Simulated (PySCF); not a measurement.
**Correlation energy of Os⁵⁹⁺ (osmium, charge +59)**

[Ne] 3s2 3p5, 2P determinant. Calculation: PySCF 2.14, in an even-tempered Gaussian basis (16 s from 16 bohr⁻², ratio 2.5; 10 p from 20 bohr⁻², ratio 2.5; 4 d from 84 bohr⁻², ratio 2.7; 4 f from 130 bohr⁻², ratio 2.7); the non-relativistic Hamiltonian (point nucleus). Frozen: 1s2; 15 electrons correlated; the 17 highest virtual orbitals of each spin left out.

| level | correlation energy (mhartree) |
| --- | --- |
| CCSD | -609.72 |
| (T) | -0.80 |
| CCSD(T) | -610.52 |

Diagnostics: T1 = 0.00038, D1 = 0.0019, largest double amplitude 0.019.

A non-relativistic calculation at this Z misses sizeable relativistic shifts. Spin-orbit coupling, absent here, splits the open shell strongly.

Cost of the coupled-cluster step: roughly 25 core-seconds, for 15 correlated electrons.

Iterations:

```
CC2 = 0
CCSD nocc = (np.int64(8), np.int64(7)), nmo = (76, 76)
frozen orbitals [[0, 77, 78, 79, 80, 81, 82, 83, 84, 85, 86, 87, 88, 89, 90, 91, 92, 93], [0, 77, 78, 79, 80, 81, 82, 83, 84, 85, 86, 87, 88, 89, 90, 91, 92, 93]]
max_cycle = 100
direct = 0
conv_tol = 1e-08
conv_tol_normt = 1e-06
diis_space = 8
diis_start_cycle = 0
Init t2, MP2 energy = -0.595682744313659
Init E_corr(UCCSD) = -0.5956827443143
cycle = 1  E_corr(UCCSD) = -0.607438311874774  dE = -0.0117555676  norm(t1,t2) = 0.00606255
cycle = 2  E_corr(UCCSD) = -0.609350410763416  dE = -0.00191209889  norm(t1,t2) = 0.00110832
cycle = 3  E_corr(UCCSD) = -0.609729630800261  dE = -0.000379220037  norm(t1,t2) = 0.000223275
cycle = 4  E_corr(UCCSD) = -0.609723564050534  dE = 6.06674973e-06  norm(t1,t2) = 9.42303e-06
cycle = 5  E_corr(UCCSD) = -0.609723605516296  dE = -4.14657619e-08  norm(t1,t2) = 5.66943e-07
cycle = 6  E_corr(UCCSD) = -0.60972361445772  dE = -8.94142382e-09  norm(t1,t2) = 1.93929e-08
UCCSD converged
E(UCCSD) = -12587.10104635152  E_corr = -0.6097236144577202
UCCSD(T) correction = -0.000797386370954399
```

At this charge a non-relativistic calculation is a model, useful for the Z dependence of the correlation energy.
